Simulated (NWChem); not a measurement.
Program: NWChem. System: H5AlS, charge 0, spin multiplicity 1, at a geometry optimised with PBE/def2-SVP. The structure started from a generated list of species. Level: PBE0/6-31G* (spherical d).

Part of the output:

```
             Northwest Computational Chemistry Package (NWChem) 7.3.0
             --------------------------------------------------------

                                NWChem Input Module
                                -------------------

 Scaling coordinates for geometry "geometry" by  1.889725989
 (inverse scale =  0.529177249)

 Turning off AUTOSYM since
 SYMMETRY directive was detected!

                             Geometry "geometry" -> ""
                             -------------------------

 Output coordinates in angstroms (scale by  1.889725989 to convert to a.u.)

  No.       Tag          Charge          X              Y              Z
 ---- ---------------- ---------- -------------- -------------- --------------
    1 Al                  13.0000     0.44446000     1.29424000     0.00000000
    2 H                    1.0000    -0.24737200     1.72122500    -1.38821100
    3 H                    1.0000    -0.24737200     1.72122500     1.38821100
    4 H                    1.0000     2.01630700     0.94237400     0.00000000
    5 S                   16.0000    -0.49333400    -1.12073200     0.00000000
    6 H                    1.0000     0.29689500    -1.63911600    -0.98349000
    7 H                    1.0000     0.29689500    -1.63911600     0.98349000

 Effective nuclear repulsion energy (a.u.)      81.8419662258

            Nuclear Dipole moment (a.u.)
            ----------------------------
        X                 Y               Z
 ---------------- ---------------- ----------------
    -0.0000207870    -0.0000000000     0.0000000000

      Symmetry information
      --------------------

 Group name             Cs
 Group number              2
 Group order               2
 No. of unique centers     5

      Symmetry unique atoms

     1    2    4    5    6


 Summary of "ao basis" -> "" (spherical)
 ------------------------------------------------------------------------------
       Tag                 Description            Shells   Functions and Types
 ---------------- ------------------------------  ------  ---------------------
 *                           6-31g*                   on all atoms

                                 NWChem DFT Module
                                 -----------------

 Summary of "ao basis" -> "ao basis" (spherical)
 ------------------------------------------------------------------------------
       Tag                 Description            Shells   Functions and Types
[...]
 Vector   16  Occ=2.000000D+00  E=-2.874856D-01  Symmetry=a"
              MO Center= -7.1D-02,  1.6D+00,  2.8D-13, r^2= 2.7D+00
   Bfn.  Coefficient  Atom+Function         Bfn.  Coefficient  Atom+Function
  ----- ------------  ---------------      ----- ------------  ---------------
     9      0.349120  1 Al pz                20     -0.283591  2 H  s
    22      0.283591  3 H  s                 19     -0.231427  2 H  s
    21      0.231427  3 H  s                  5     -0.153456  1 Al pz
    13      0.103031  1 Al pz                17      0.065790  1 Al d  1
    44      0.054036  6 H  s                 46     -0.054036  7 H  s

 Vector   17  Occ=2.000000D+00  E=-2.861646D-01  Symmetry=a'
              MO Center=  1.0D+00,  1.2D+00, -2.9D-13, r^2= 2.8D+00
   Bfn.  Coefficient  Atom+Function         Bfn.  Coefficient  Atom+Function
  ----- ------------  ---------------      ----- ------------  ---------------
    24      0.335850  4 H  s                  7      0.324256  1 Al px
    23      0.267298  4 H  s                 20     -0.169230  2 H  s
    22     -0.169230  3 H  s                  3     -0.143249  1 Al px
    19     -0.133912  2 H  s                 21     -0.133912  3 H  s
     8     -0.111122  1 Al py                11      0.091093  1 Al px

 Vector   18  Occ=0.000000D+00  E=-2.044752D-02  Symmetry=a"
              MO Center= -2.7D-01, -1.2D+00,  4.1D-14, r^2= 2.8D+00
   Bfn.  Coefficient  Atom+Function         Bfn.  Coefficient  Atom+Function
  ----- ------------  ---------------      ----- ------------  ---------------
    37      0.956175  5 S  pz                44      0.914560  6 H  s
    46     -0.914560  7 H  s                 33      0.489536  5 S  pz
    43      0.201156  6 H  s                 45     -0.201156  7 H  s
    29     -0.172810  5 S  pz                41      0.118478  5 S  d  1
    13     -0.114580  1 Al pz                39      0.082393  5 S  d -1

 Vector   19  Occ=0.000000D+00  E=-8.521957D-03  Symmetry=a'
              MO Center=  3.1D-01,  3.1D-01, -2.1D-14, r^2= 6.8D+00
   Bfn.  Coefficient  Atom+Function         Bfn.  Coefficient  Atom+Function
  ----- ------------  ---------------      ----- ------------  ---------------
    34      1.053489  5 S  s                 12      0.832662  1 Al py
    44     -0.601741  6 H  s                 46     -0.601741  7 H  s
    10     -0.542346  1 Al s                 35      0.538947  5 S  px
    30      0.328226  5 S  s                  8      0.260141  1 Al py
    31      0.257981  5 S  px                11      0.215476  1 Al px

 Vector   20  Occ=0.000000D+00  E= 2.151206D-02  Symmetry=a'
              MO Center=  2.8D-01, -1.1D-02, -3.7D-14, r^2= 6.0D+00
   Bfn.  Coefficient  Atom+Function         Bfn.  Coefficient  Atom+Function
  ----- ------------  ---------------      ----- ------------  ---------------
    44     -0.929932  6 H  s                 46     -0.929932  7 H  s
    34      0.854517  5 S  s                 35      0.609680  5 S  px
    36     -0.605524  5 S  py                10     -0.425719  1 Al s
     8     -0.410131  1 Al py                 6      0.363377  1 Al s
    12     -0.359331  1 Al py                32     -0.338906  5 S  py

 center of mass
 --------------
 x =  -0.04868925 y =   0.00601584 z =   0.00000000

 moments of inertia (a.u.)
 ------------------
         369.495540499152        -118.841825388898           0.000000000000
        -118.841825388898          83.210353074969           0.000000000000
           0.000000000000           0.000000000000         411.038273762115

     Multipole analysis of the density
     ---------------------------------

     L   x y z        total         alpha         beta         nuclear
     -   - - -        -----         -----         ----         -------
     0   0 0 0     -0.000000    -17.000000    -17.000000     34.000000

     1   1 0 0      0.058271      0.029146      0.029146     -0.000021
     1   0 1 0     -1.512529     -0.756264     -0.756264     -0.000000
     1   0 0 1      0.000000      0.000000      0.000000      0.000000

     2   2 0 0    -24.947653    -31.804549    -31.804549     38.661446
     2   1 1 0     -1.078589    -29.821442    -29.821442     58.564294
     2   1 0 1     -0.000000     -0.000000     -0.000000      0.000000
     2   0 2 0    -20.926770   -106.987627   -106.987627    193.048484
     2   0 1 1     -0.000000     -0.000000     -0.000000      0.000000
     2   0 0 2    -22.721121    -21.696586    -21.696586     20.672051

 Task  times  cpu:        0.8s     wall:        0.8s

 Total times  cpu:        0.8s     wall:        0.8s
```

### Question
Write an NWChem input that would produce this output.

### Answer
This is not unique; one that fits is 
```
start mol
memory heap 200 mb stack 900 mb global 1100 mb
geometry units angstroms nocenter noautoz
  Al     0.444460     1.294240     0.000000
  H     -0.247372     1.721225    -1.388211
  H     -0.247372     1.721225     1.388211
  H      2.016307     0.942374     0.000000
  S     -0.493334    -1.120732     0.000000
  H      0.296895    -1.639116    -0.983490
  H      0.296895    -1.639116     0.983490
  symmetry group Cs
end
basis spherical
  * library 6-31g*
end
dft
  xc pbe0
  semidirect memsize 60000000 filesize 0
  iterations 100
end
task dft energy
```
